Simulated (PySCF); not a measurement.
Spectra and structures to be paired. Level of theory: PySCF, TDDFT CAM-B3LYP/def2-SVPD, vertical, gas phase, core orbitals frozen in the response. Geometries: GFN2-xTB; one conformer of each isolated species. Triplets are in the Tamm–Dancoff approximation.

A. `CCC[S@](C)=O`
B. `Clc1ccc2cnnn2c1`
C. `C=C(F)C(=O)Cl`
D. `CC(=S)C1=CC=C[SiH2]1`
E. `C=CC[P@@](C)(=N)P`

Lowest singlet levels (six at most, fewer where fewer were computed) with oscillator strengths:

1. 237 nm (f 0.054); 225 nm (f 0.043); 201 nm (f 0.055); 198 nm (f 0.071); 193 nm (f 0.057); 190 nm (f 0.097); T1 4.22 eV
2. 275 nm (f 0.000); 218 nm (f 0.265); 209 nm (f 0.000); 194 nm (f 0.055); 156 nm (f 0.018); 153 nm (f 0.034); T1 3.39 eV
3. 285 nm (f 0.050); 249 nm (f 0.041); 225 nm (f 0.001); 216 nm (f 0.005); 203 nm (f 0.752); 199 nm (f 0.000); T1 3.03 eV
4. 567 nm (f 0.000); 360 nm (f 0.263); 276 nm (f 0.000); 243 nm (f 0.000); 232 nm (f 0.053); 228 nm (f 0.107); T1 1.73 eV
5. 206 nm (f 0.075); 203 nm (f 0.012); 191 nm (f 0.023); 179 nm (f 0.096); 174 nm (f 0.002); 171 nm (f 0.017); T1 5.19 eV

**Question.** Match each spectrum to its molecule.

**Answer.** 1 = E, 2 = C, 3 = B, 4 = D, 5 = A.
- A: S1 at 6.01 eV, HOMO→LUMO+1 (61%), HOMO→LUMO+4 (14%); Löwdin shares by element: HOMO oxygen 50%, sulfur 32%, carbon 15% or more; LUMO sulfur 32%, hydrogen 19% or more, carbon 10% or more (atoms not listed hold the other 39%); HOMO -8.05 and LUMO 1.13 eV.
- B: S1 at 4.35 eV, HOMO→LUMO (95%); Löwdin shares by element: HOMO carbon 42% or more, nitrogen 17% or more (atoms not listed hold the other 41%); LUMO carbon 68% or more (atoms not listed hold the other 32%); HOMO -7.99 and LUMO -0.77 eV; point group Cs, 1 of its 6 listed states under f = 0.0005.
- C: S1 at 4.52 eV, HOMO-1→LUMO (90%); Löwdin shares by element: HOMO carbon 65% or more, fluorine 16%, oxygen 9%; LUMO carbon 62%, oxygen 21% (atoms not listed hold the other 18%); HOMO -10.08 and LUMO -1.55 eV; point group Cs, 2 of its 6 listed states under f = 0.0005.
- D: S1 at 2.19 eV, HOMO→LUMO (92%); Löwdin shares by element: HOMO sulfur 75%, carbon 10% or more (atoms not listed hold the other 15%); LUMO carbon 47% or more, sulfur 24% (atoms not listed hold the other 29%); HOMO -7.66 and LUMO -1.92 eV; point group Cs, 3 of its 6 listed states under f = 0.0005.
- E: S1 at 5.24 eV, HOMO→LUMO (58%), HOMO→LUMO+1 (20%), HOMO→LUMO+3 (12%); Löwdin shares by element: HOMO nitrogen 52%, phosphorus 26%, carbon 7% or more (atoms not listed hold the other 15%); LUMO carbon 49% or more, phosphorus 16% (atoms not listed hold the other 36%); HOMO -7.53 and LUMO 0.61 eV.
